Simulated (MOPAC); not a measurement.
MOPAC input (AM1):

```
AM1 FORCE THERMO(298,298) PRECISE LET UHF MS=0.5 GEO-OK AUX(PRECISION=9) THREADS=1
HO2Si

Si    0.45040703 1   -0.17639822 1    0.00213994 1
O     0.51359533 1    1.40420757 1    0.00688901 1
O    -1.04493627 1   -1.03812307 1   -0.00897639 1
H    -1.84658783 1   -0.52667652 1   -0.01223829 1
```

From the output:

```
     H    4   0.639366   0.071121   6.889508   7.148607

          HEAT OF FORMATION =     -84.863754 KCALS/MOLE

          ZERO POINT ENERGY      10.133 KCAL/MOL

           NORMAL COORDINATE ANALYSIS (Total motion = 1 Angstrom)

   Root No.       1         2         3         4         5         6

                 1 A'      1 A"      2 A'      3 A'      4 A'      5 A'

                 195.6     325.5     831.1     964.3    1204.8    3566.8

           1   -0.0771    0.0000    0.0276   -0.0028   -0.3296    0.0000
           2   -0.1402    0.0000   -0.1072    0.0635    0.0465   -0.0008
           3    0.0000    0.0363    0.0000   -0.0000   -0.0000    0.0000
           4   -0.0771   -0.0000    0.0987   -0.0210    0.5255   -0.0004
           5    0.2239   -0.0000   -0.0044   -0.0059    0.0004    0.0001
           6   -0.0000   -0.0336   -0.0000   -0.0000    0.0000   -0.0000
           7    0.1870   -0.0000   -0.1782   -0.0180    0.0554   -0.0279
           8    0.0282   -0.0000    0.2031   -0.0766   -0.0806   -0.0507
           9    0.0000   -0.0834    0.0000    0.0000   -0.0000   -0.0000
          10    0.4029    0.0000    0.4928    0.6977   -0.0374    0.4481
          11   -0.0955    0.0000   -0.1670   -0.4604   -0.0229    0.8273
          12    0.0000    0.8468    0.0000    0.0000    0.0000   -0.0000

           MASS-WEIGHTED COORDINATE ANALYSIS (NORMAL COORDINATES)

   Root No.       1         2         3         4         5         6

                 1 A'      1 A"      2 A'      3 A'      4 A'      5 A'

                 195.6     325.5     831.1     964.3    1204.8    3566.8

           1   -0.2658    0.0000    0.1049   -0.0157   -0.6301    0.0001
           2   -0.4836    0.0000   -0.4078    0.3502    0.0889   -0.0046
           3    0.0000    0.2038    0.0000   -0.0000   -0.0000    0.0000
           4   -0.2006   -0.0000    0.2834   -0.0873    0.7583   -0.0016
           5    0.5829   -0.0000   -0.0126   -0.0245    0.0006    0.0002
           6   -0.0000   -0.1427   -0.0000   -0.0000    0.0000   -0.0000
           7    0.4868   -0.0000   -0.5115   -0.0747    0.0799   -0.1146
           8    0.0735   -0.0000    0.5831   -0.3188   -0.1163   -0.2084
           9    0.0000   -0.3537    0.0000    0.0000   -0.0000   -0.0000
          10    0.2632    0.0000    0.3551    0.7285   -0.0136    0.4626
          11   -0.0624    0.0000   -0.1204   -0.4807   -0.0083    0.8540
          12    0.0000    0.9017    0.0000    0.0000    0.0000   -0.0000

          DESCRIPTION OF VIBRATIONS

 VIBRATION          1    1A'         ATOM PAIR     ENERGY CONTRIBUTION    RADIAL
 FREQUENCY           195.60         Si1 -- O 3         +63.7% (201.0%)      0.6%
 TRANSITION DIPOLE   1.8368         Si1 -- O 2         +21.0% (115.6%)      0.4%
 TRAVEL (Ang.)       0.2426         O 3 -- H 4         +15.3% ( 98.4%)     77.3%
 REDUCED MASS        5.8596
 EFFECTIVE MASS     51.0498
 FORCE CONSTANT      0.1321

 VIBRATION          2    1A"         ATOM PAIR     ENERGY CONTRIBUTION    RADIAL
 FREQUENCY           325.45         O 3 -- H 4         +96.5% ( 93.9%)      0.0%
 TRANSITION DIPOLE   1.2339         Si1 -- O 3          +3.1% ( 16.7%)      0.0%
 TRAVEL (Ang.)       0.4618         Si1 -- O 2          +0.4% (  6.3%)      0.0%
 REDUCED MASS        0.9716
 EFFECTIVE MASS      2.6171
 FORCE CONSTANT      0.0606

 VIBRATION          3    2A'         ATOM PAIR     ENERGY CONTRIBUTION    RADIAL
 FREQUENCY           831.11         Si1 -- O 3         +54.1% ( 94.0%)    100.0%
 TRANSITION DIPOLE   1.8876         O 3 -- H 4         +37.8% ( 78.5%)      2.3%
 TRAVEL (Ang.)       0.1093         Si1 -- O 2          +8.1% ( 36.3%)     16.9%
 REDUCED MASS        6.7976
 EFFECTIVE MASS     16.8863
 FORCE CONSTANT      2.7664

 VIBRATION          4    3A'         ATOM PAIR     ENERGY CONTRIBUTION    RADIAL
 FREQUENCY           964.34         O 3 -- H 4         +76.4% ( 88.2%)     10.4%
 TRANSITION DIPOLE   0.4258         Si1 -- O 3         +19.6% ( 44.7%)     63.3%
 TRAVEL (Ang.)       0.2420         Si1 -- O 2          +4.0% ( 20.1%)      3.5%
 REDUCED MASS        1.1937
 EFFECTIVE MASS      5.1740
 FORCE CONSTANT      0.6540

 VIBRATION          5    4A'         ATOM PAIR     ENERGY CONTRIBUTION    RADIAL
 FREQUENCY          1204.77         Si1 -- O 2         +81.8% ( 98.3%)     99.6%
 TRANSITION DIPOLE   4.0053         Si1 -- O 3         +17.6% ( 45.6%)     55.9%
 TRAVEL (Ang.)       0.0752         O 3 -- H 4          +0.6% (  8.3%)     10.5%
 REDUCED MASS        9.8993
 EFFECTIVE MASS     20.5043
 FORCE CONSTANT      8.4657

 VIBRATION          6    5A'         ATOM PAIR     ENERGY CONTRIBUTION    RADIAL
 FREQUENCY          3566.81         O 3 -- H 4         +99.6% (100.0%)     99.9%
 TRANSITION DIPOLE   0.8087         Si1 -- O 3          +0.4% (  6.2%)     22.6%
 TRAVEL (Ang.)       0.1412
 REDUCED MASS        0.9482
 EFFECTIVE MASS      1.3828
 FORCE CONSTANT      7.1077

      SYMMETRY NUMBER FOR POINT-GROUP Cs  =  1

          SYSTEM IS A GROUND STATE

 HO2Si

          MOLECULE IS NOT LINEAR

          THERE ARE  6 GENUINE VIBRATIONS IN THIS SYSTEM
          THIS THERMODYNAMICS CALCULATION IS LIMITED TO
          MOLECULES WHICH HAVE NO INTERNAL ROTATIONS

                    CALCULATED THERMODYNAMIC PROPERTIES
                                          *
   TEMP. (K)   PARTITION FUNCTION   H.O.F.    ENTHALPY  HEAT CAPACITY ENTROPY
                                   KCAL/MOL   CAL/MOLE    CAL/K/MOL  CAL/K/MOL

 298.00  VIB.     0.2130D+01                   680.4829     4.6891     3.7863
         ROT.     0.1905D+05                   888.2803     2.9808    22.5642
         INT.     0.4058D+05                  1568.7632     7.6699    26.3504
         TRA.     0.4616D+27                  1480.4672     4.9680    38.2469
         TOT.                      -84.864    3049.2304    12.6379    64.5973

   *: NOTE: HEATS OF FORMATION ARE RELATIVE TO THE
            ELEMENTS IN THEIR STANDARD STATE AT 298K
              (=  Standard Enthalpy of Formation).

            Hvib:  Zero-point energy is not included.
                   frequencies of less than zero cm-1 are not included.
            Hrot = (3/2)RT
            Htra = (3/2)RT + pV = (5/2)RT

            Heat capacity is Cp, not Cv

          For more information, see: HTTP://OpenMOPAC.net/Manual/thermochemistry.html

           FORCE CONSTANT IN CARTESIAN COORDINATES (Millidynes/A)

    ATOM   CHEMICAL       X               Y               Z
   NUMBER   SYMBOL  FORCE CONSTANT  FORCE CONSTANT  FORCE CONSTANT

      1      Si        9.711835        4.129744        0.075141
      2       O        8.470092        0.128011        0.020430
      3       O        3.498610        8.502800        0.124921
      4       H        1.963491        5.644074        0.051243

 **********************
 *                    *
 * JOB ENDED NORMALLY *
 *                    *
 **********************
```
